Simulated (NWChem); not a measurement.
All runs are NWChem calculations. System: BCl$_{2}$, charge 0, spin multiplicity 2, at a geometry optimised with UPBE0/def2-SVP. The structure started from a generated list of species. Its SCF solution wasn't tested for a lower state. Level: UPBE0/def2-TZVP.

Job file:

```
start mol
memory heap 200 mb stack 900 mb global 1100 mb
geometry units angstroms nocenter noautoz
  Cl     1.530213     0.000000     0.102983
  B      0.000000     0.000000    -0.700287
  Cl    -1.530213     0.000000     0.102983
  symmetry group C2v
end
basis spherical
  * library def2-tzvp
end
dft
  xc pbe0
  odft
  mult 2
  semidirect memsize 60000000 filesize 0
  iterations 100
end
task dft energy
```

NWChem printed:

```
             Northwest Computational Chemistry Package (NWChem) 7.3.0
             --------------------------------------------------------

                                NWChem Input Module
                                -------------------

 Scaling coordinates for geometry "geometry" by  1.889725989
 (inverse scale =  0.529177249)

 Turning off AUTOSYM since
 SYMMETRY directive was detected!

                             Geometry "geometry" -> ""
                             -------------------------

 Output coordinates in angstroms (scale by  1.889725989 to convert to a.u.)

  No.       Tag          Charge          X              Y              Z
 ---- ---------------- ---------- -------------- -------------- --------------
    1 Cl                  17.0000     1.53021300     0.00000000     0.10298300
    2 B                    5.0000     0.00000000     0.00000000    -0.70028700
    3 Cl                  17.0000    -1.53021300     0.00000000     0.10298300

 Effective nuclear repulsion energy (a.u.)     102.0240921223

            Nuclear Dipole moment (a.u.)
            ----------------------------
        X                 Y               Z
 ---------------- ---------------- ----------------
     0.0000000000     0.0000000000    -0.0000245664

      Symmetry information
      --------------------

 Group name             C2v
 Group number             16
 Group order               4
 No. of unique centers     2

      Symmetry unique atoms

     1    2


 Summary of "ao basis" -> "" (spherical)
 ------------------------------------------------------------------------------
       Tag                 Description            Shells   Functions and Types
 ---------------- ------------------------------  ------  ---------------------
 *                         def2-tzvp                  on all atoms

                                 NWChem DFT Module
                                 -----------------

 Summary of "ao basis" -> "ao basis" (spherical)
 ------------------------------------------------------------------------------
       Tag                 Description            Shells   Functions and Types
 ---------------- ------------------------------  ------  ---------------------
 Cl                        def2-tzvp                13       37   5s5p2d1f
 B                         def2-tzvp                11       31   5s3p2d1f

 Summary of "ao basis" -> "ao basis" (spherical)
 ------------------------------------------------------------------------------
       Tag                 Description            Shells   Functions and Types
 ---------------- ------------------------------  ------  ---------------------
 Cl                        def2-tzvp                13       37   5s5p2d1f
 B                         def2-tzvp                11       31   5s3p2d1f

      Symmetry analysis of basis
      --------------------------

        a1         39
        a2         15
        b1         32
        b2         19

            General Information
            -------------------
          SCF calculation type: DFT
          Wavefunction type:  spin polarized.
          No. of atoms     :     3
          No. of electrons :    39
           Alpha electrons :    20
            Beta electrons :    19
          Charge           :     0
          Spin multiplicity:     2
          Use of symmetry is: on ; symmetry adaption is: on
          Maximum number of iterations: 100
          AO basis - number of functions:   105
                     number of shells:    37
          Convergence on energy requested:  1.00D-06
          Convergence on density requested:  1.00D-05
          Convergence on gradient requested:  5.00D-04

              XC Information
              --------------
                         PBE0 Method XC Functional
                     Hartree-Fock (Exact) Exchange  0.250
          PerdewBurkeErnzerhof Exchange Functional  0.750
            Perdew 1991 LDA Correlation Functional  1.000 local
           PerdewBurkeErnz. Correlation Functional  1.000 non-local

             Grid Information
             ----------------
          Grid used for XC integration:  medium
          Radial quadrature: Mura-Knowles
          Angular quadrature: Lebedev.
          Tag              B.-S. Rad. Rad. Pts. Rad. Cut. Ang. Pts.
          ---              ---------- --------- --------- ---------
          Cl                  1.00       88           9.0       590
          B                   0.85       49           7.0       434
          Grid pruning is: on
          Number of quadrature shells:   137
          Spatial weights used:  Erf1

          Convergence Information
          -----------------------
          Convergence aids based upon iterative change in
          total energy or number of iterations.
          Levelshifting, if invoked, occurs when the
          HOMO/LUMO gap drops below (HL_TOL):  1.00D-02
          DIIS, if invoked, will attempt to extrapolate
          using up to (NFOCK): 10 stored Fock matrices.

                    Damping( 0%)  Levelshifting(0.5)       DIIS
                  --------------- ------------------- ---------------
          dE  on:    start            ASAP                start
          dE off:    2 iters        100 iters           100 iters

      Screening Tolerance Information
      -------------------------------
          Density screening/tol_rho:  1.00D-10
          AO Gaussian exp screening on grid/accAOfunc:  14
          CD Gaussian exp screening on grid/accCDfunc:  20
          XC Gaussian exp screening on grid/accXCfunc:  20
          Schwarz screening/accCoul:  1.00D-08
[...]
  ----- ------------  ---------------      ----- ------------  ---------------
    41      0.444758  2 B  s                 45     -0.329416  2 B  pz
    48     -0.305660  2 B  pz                17      0.241240  1 Cl pz
    85      0.241240  3 Cl pz                42      0.222627  2 B  s
    20      0.220871  1 Cl pz                88      0.220871  3 Cl pz
    40      0.194878  2 B  s                 14      0.117635  1 Cl pz

 Vector   21  Occ=0.000000D+00  E=-7.394452D-02  Symmetry=b2
              MO Center= -1.4D-14,  2.8D-16, -5.2D-01, r^2= 2.6D+00
   Bfn.  Coefficient  Atom+Function         Bfn.  Coefficient  Atom+Function
  ----- ------------  ---------------      ----- ------------  ---------------
    47      0.500779  2 B  py                44      0.402385  2 B  py
    50      0.328908  2 B  py                19     -0.289236  1 Cl py
    87     -0.289236  3 Cl py                16     -0.189128  1 Cl py
    84     -0.189128  3 Cl py                13     -0.105373  1 Cl py
    81     -0.105373  3 Cl py                 7      0.075300  1 Cl py

 Vector   22  Occ=0.000000D+00  E= 6.101402D-02  Symmetry=a1
              MO Center=  1.3D-13, -5.9D-15,  2.5D-02, r^2= 5.8D+00
   Bfn.  Coefficient  Atom+Function         Bfn.  Coefficient  Atom+Function
  ----- ------------  ---------------      ----- ------------  ---------------
    42      1.850245  2 B  s                  5     -0.818438  1 Cl s
    73     -0.818438  3 Cl s                 51      0.564776  2 B  pz
    18      0.470622  1 Cl px                86     -0.470622  3 Cl px
    48      0.429499  2 B  pz                45      0.191430  2 B  pz
    41     -0.188425  2 B  s                  4     -0.151043  1 Cl s

 Vector   23  Occ=0.000000D+00  E= 6.832575D-02  Symmetry=a1
              MO Center= -7.8D-14, -5.2D-15, -4.2D-01, r^2= 5.0D+00
   Bfn.  Coefficient  Atom+Function         Bfn.  Coefficient  Atom+Function
  ----- ------------  ---------------      ----- ------------  ---------------
    41      2.362860  2 B  s                 42     -1.351520  2 B  s
    18      0.562201  1 Cl px                86     -0.562201  3 Cl px
    48      0.423233  2 B  pz                 5     -0.381359  1 Cl s
    73     -0.381359  3 Cl s                 15      0.213520  1 Cl px
    83     -0.213520  3 Cl px                20      0.171631  1 Cl pz

                     DFT Final Beta Molecular Orbital Analysis
                     -----------------------------------------

 Vector   17  Occ=1.000000D+00  E=-3.959300D-01  Symmetry=a1
              MO Center= -1.5D-14, -1.4D-15, -8.1D-03, r^2= 3.1D+00
   Bfn.  Coefficient  Atom+Function         Bfn.  Coefficient  Atom+Function
  ----- ------------  ---------------      ----- ------------  ---------------
    17      0.333590  1 Cl pz                85      0.333590  3 Cl pz
    20      0.183939  1 Cl pz                88      0.183939  3 Cl pz
    14      0.154070  1 Cl pz                82      0.154070  3 Cl pz
    15     -0.136410  1 Cl px                83      0.136410  3 Cl px
     8     -0.127316  1 Cl pz                76     -0.127316  3 Cl pz

 Vector   18  Occ=1.000000D+00  E=-3.652886D-01  Symmetry=a2
              MO Center=  8.7D-14,  4.0D-15,  7.7D-02, r^2= 3.4D+00
   Bfn.  Coefficient  Atom+Function         Bfn.  Coefficient  Atom+Function
  ----- ------------  ---------------      ----- ------------  ---------------
    16      0.395643  1 Cl py                84     -0.395643  3 Cl py
    19      0.239531  1 Cl py                87     -0.239531  3 Cl py
    13      0.183327  1 Cl py                81     -0.183327  3 Cl py
     7     -0.149866  1 Cl py                75      0.149866  3 Cl py
    10     -0.070090  1 Cl py                78      0.070090  3 Cl py

 Vector   19  Occ=1.000000D+00  E=-3.500844D-01  Symmetry=b1
              MO Center=  1.5D-14, -3.3D-15,  5.6D-02, r^2= 3.5D+00
   Bfn.  Coefficient  Atom+Function         Bfn.  Coefficient  Atom+Function
  ----- ------------  ---------------      ----- ------------  ---------------
    17      0.307764  1 Cl pz                85     -0.307764  3 Cl pz
    15     -0.263713  1 Cl px                83     -0.263713  3 Cl px
    20      0.190331  1 Cl pz                88     -0.190331  3 Cl pz
    18     -0.160290  1 Cl px                86     -0.160290  3 Cl px
    14      0.143224  1 Cl pz                82     -0.143224  3 Cl pz

 Vector   20  Occ=0.000000D+00  E=-7.473395D-02  Symmetry=a1
              MO Center= -7.3D-15, -2.8D-15, -1.0D+00, r^2= 2.7D+00
   Bfn.  Coefficient  Atom+Function         Bfn.  Coefficient  Atom+Function
  ----- ------------  ---------------      ----- ------------  ---------------
    42      0.547591  2 B  s                 41      0.507020  2 B  s
    45     -0.272421  2 B  pz                 5     -0.255410  1 Cl s
    73     -0.255410  3 Cl s                 20      0.251942  1 Cl pz
    88      0.251942  3 Cl pz                48     -0.201198  2 B  pz
    17      0.185242  1 Cl pz                85      0.185242  3 Cl pz

 Vector   21  Occ=0.000000D+00  E=-4.564584D-02  Symmetry=b2
              MO Center= -2.2D-14,  3.2D-16, -4.8D-01, r^2= 2.7D+00
   Bfn.  Coefficient  Atom+Function         Bfn.  Coefficient  Atom+Function
  ----- ------------  ---------------      ----- ------------  ---------------
    47      0.486691  2 B  py                44      0.394377  2 B  py
    50      0.374017  2 B  py                19     -0.298483  1 Cl py
    87     -0.298483  3 Cl py                16     -0.182524  1 Cl py
    84     -0.182524  3 Cl py                13     -0.101544  1 Cl py
    81     -0.101544  3 Cl py                 7      0.072047  1 Cl py

 Vector   22  Occ=0.000000D+00  E= 6.995039D-02  Symmetry=a1
              MO Center=  1.5D-14,  2.1D-15,  1.4D-01, r^2= 5.4D+00
   Bfn.  Coefficient  Atom+Function         Bfn.  Coefficient  Atom+Function
  ----- ------------  ---------------      ----- ------------  ---------------
    42      1.417784  2 B  s                  5     -0.877666  1 Cl s
    73     -0.877666  3 Cl s                 51      0.753156  2 B  pz
    18      0.581650  1 Cl px                86     -0.581650  3 Cl px
    48      0.489520  2 B  pz                41      0.307113  2 B  s
    45      0.222486  2 B  pz                 4     -0.143749  1 Cl s

   alpha - beta orbital overlaps
   -----------------------------

   alpha      1      2      3      4      5      6      7      8      9     10
    beta      1      2      3      4      5      6      7      8      9     10
 overlap   1.000  1.000  1.000  1.000  0.979  0.979  1.000  1.000  0.979  0.979

   alpha     11     12     13     14     15     16     17     18     19     20
    beta     11     12     13     14     15     17     16     18     19     20
 overlap   1.000  1.000  1.000  0.992  0.999  0.979  0.999  1.000  0.999  0.963

   alpha     21     22     23     24     25     26     27     28     29     30
    beta     21     22     23     24     27     25     26     28     29     30
 overlap   0.997  0.957  0.958  0.982  0.974  1.000  0.982  0.995  0.994  1.000

   alpha     31     32     33     34     35     36     37     38     39     40
    beta     31     32     33     34     35     36     37     38     39     40
 overlap   0.993  0.974  0.979  0.997  1.000  0.995  0.998  1.000  0.990  0.992

   alpha     41     42     43     44     45     46     47     48     49     50
    beta     41     42     43     44     45     48     47     46     49     50
 overlap   1.000  0.996  0.997  0.995  0.997  0.976  0.998  1.000  0.999  0.982

   alpha     51     52     53     54     55     56     57     58     59     60
    beta     51     52     53     54     55     56     57     59     60     58
 overlap   0.999  0.991  0.990  1.000  1.000  0.991  0.998  0.989  0.978  0.999

   alpha     61     62     63     64     65     66     67     68     69     70
    beta     61     62     63     64     66     65     67     68     69     71
 overlap   0.992  0.995  0.999  0.999  0.999  0.999  0.990  0.994  0.982  0.977

   alpha     71     72     73     74     75     76     77     78     79     80
    beta     70     72     73     74     75     76     77     78     79     80
 overlap   0.989  0.991  0.998  0.993  1.000  1.000  0.999  0.997  0.994  1.000

   alpha     81     82     83     84     85     86     87     88     89     90
    beta     81     82     84     83     85     86     87     88     89     90
 overlap   1.000  1.000  0.998  1.000  0.998  0.999  1.000  0.998  0.999  0.999

   alpha     91     92     93     94     95     96     97     98     99    100
    beta     91     92     93     94     95     96     97     98     99    100
 overlap   1.000  1.000  1.000  0.998  1.000  0.999  1.000  1.000  1.000  1.000

   alpha    101    102    103    104    105
    beta    101    102    103    104    105
 overlap   1.000  1.000  1.000  1.000  1.000

     --------------------------
     Expectation value of S2:
     --------------------------
      <S2> =      0.7533 (Exact =     0.7500)

 center of mass
 --------------
 x =   0.00000000 y =   0.00000000 z =  -0.01184262

 moments of inertia (a.u.)
 ------------------
          21.917519501007           0.000000000000           0.000000000000
           0.000000000000         606.724828422730           0.000000000000
           0.000000000000           0.000000000000         584.807308921723

     Multipole analysis of the density
     ---------------------------------

     L   x y z        total         alpha         beta         nuclear
     -   - - -        -----         -----         ----         -------
     0   0 0 0     -0.000000    -20.000000    -19.000000     39.000000

     1   1 0 0      0.000000     -0.000000      0.000000      0.000000
     1   0 1 0     -0.000000     -0.000000     -0.000000      0.000000
     1   0 0 1      0.108556      1.052288     -0.943708     -0.000025

     2   2 0 0    -22.353263   -154.642727   -152.012830    284.302293
     2   1 1 0      0.000000      0.000000      0.000000      0.000000
     2   1 0 1     -0.000000     -0.000000     -0.000000      0.000000
     2   0 2 0    -22.292455    -11.757339    -10.535116      0.000000
     2   0 1 1     -0.000000      0.000000     -0.000000      0.000000
     2   0 0 2    -23.589515    -20.214912    -13.418566     10.043962

 Task  times  cpu:        2.3s     wall:        2.3s

 Total times  cpu:        2.3s     wall:        2.3s
```
